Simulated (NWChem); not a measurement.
**Correlation energy of ITl**

```
Tl
I 1 2.8973
```
Charge 0, spin multiplicity 1.

All runs are NWChem calculations. Structure: optimised with B3LYP/def2-SVP with def2 effective core potentials on I, Tl, a minimum by its harmonic frequencies.

Basis set: def2-TZVP. Each correlation energy counts from its own Hartree-Fock reference.

| method | correlation energy (mHa) |
|---|---|
| CCSD | -798.2 |
| CR-CCSD(T) | -811.3 |
| CR-CCSD[T] | -812.0 |
| MP2 | -855.0 |
| SCS-MP2 | -755.8 |

The values span 99.3 mHa, from MP2 (lowest) to SCS-MP2 (highest). 

Effective core potentials replace the inner electrons of I, Tl; spin-orbit coupling is left out. The correlated methods keep 8 core orbitals frozen. The structure started from a generated list of species. Coupled-cluster values serve here as a point of comparison, not as the truth.
